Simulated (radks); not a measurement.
Species: Fe8+. Configuration: [Ar]. Calculated with a radial shooting solver on a logarithmic mesh with Libxc functionals: scalar-relativistic Kohn-Sham, SCAN, spin-polarised, spherical densities, finite nucleus; meta-GGA in the generalised Kohn-Sham scheme; Fermi nuclear charge, rms radius 3.7377 fm.

Normalised radial functions P(r) = r R(r), r in bohr:

```
   r/bohr * 2p, o 3s (the largest magnitude, 2.01, reaches the edge; | marks zero, & curves that meet)
 0.006078                             * o
 0.006798                             *  o
 0.007604                             *  o
 0.008573                             *  o
 0.009589                             |* o
  0.01073                             |*  o
  0.01209                             |*  o
  0.01353                             |*  o
  0.01513                             |*  o
  0.01692                             | *  o
  0.01908                             | *  o
  0.02134                             |  * o
  0.02387                             |  * o
  0.02691                             |   *o
   0.0301                             |   *o
  0.03367                             |    &
  0.03766                             |    o*
  0.04246                             |    o  *
   0.0475                             |   o    *
  0.05312                             |   o     *
   0.0599                             |  o        *
    0.067                             |o            *
  0.07494                             o               *
  0.08382                            o|                 *
   0.0945                          o  |                   *
   0.1057                        o    |                     *
   0.1182                       o     |                       *
   0.1333                     o       |                        *
   0.1491                    o        |                         *
   0.1668                    o        |                          *
   0.1865                   o         |                          *
   0.2103                    o        |                         *
   0.2352                     o       |                        *
   0.2631                       o     |                      *
   0.2967                          o  |                    *
   0.3318                             |o                *
   0.3712                             |   o          *
   0.4151                             |       o   *
   0.4681                             |        *  o
   0.5236                             |      *       o
   0.5856                             |    *           o
   0.6603                             |  *              o
   0.7385                             | *              o
    0.826                             |*              o
   0.9239                             *             o
    1.042                             *          o
    1.165                             *       o
    1.303                             *     o
    1.469                             *   o
    1.644                             * o
    1.838                             *o
    2.056                             *o
    2.318                             &
    2.593                             &
```

2p: eigenvalue -890.44 eV, 0 radial nodes, <r> = 0.235 bohr, 90 % of the charge inside 0.384 bohr. 3s: eigenvalue -259.13 eV, 2 radial nodes at r = 0.0761, 0.325 bohr, <r> = 0.747 bohr, 90 % of the charge inside 1.10 bohr.
